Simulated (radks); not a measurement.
Task: The mean radii <r> (bohr) of the occupied orbitals of an atom or ion are listed with their occupations. Method: scalar-relativistic Kohn-Sham, BLYP, spin-polarised, spherical densities, point nucleus; computed with a radial shooting solver on a logarithmic mesh with Libxc functionals.

orbital  occ.      <r>
1s up       1  0.01773
1s down     1  0.01773
2s up       1  0.07488
2s down     1  0.07488
2p up       3  0.06727
2p down     3  0.06727
3s up       1   0.1939
3s down     1   0.1939
3p up       3   0.1945
3p down     3   0.1945
3d up       5   0.1762
3d down     5   0.1762
4s up       1   0.4318
4s down     1   0.4318
4p up       3   0.4594
4p down     3   0.4594
4d up       5   0.4891
4d down     5   0.4889
5s up       1    1.008
5s down     1    1.003
4f up       7   0.5580
5p up       3    1.172
4f down     7   0.5553
5p down     3    1.166
5d up       5    1.778
6s up       1    2.861
5d down     1    1.820
6p up       1    4.214

Name the element and its charge. Open shells, if any, are filled with parallel spins first.

Result: Z = 76, osmium, charge 0: Os in [Xe] 4f14 5d6 6s1 6p1. The 1s radius gives Z: for a bare nucleus <r> = (2 gamma + 1)/(2Z) with gamma = sqrt(1 - (Z/c)^2), 0.01753 bohr for Z = 76, and screening makes it slightly larger (0.01773 here). The occupations add up to 76, and the charge is Z minus that.
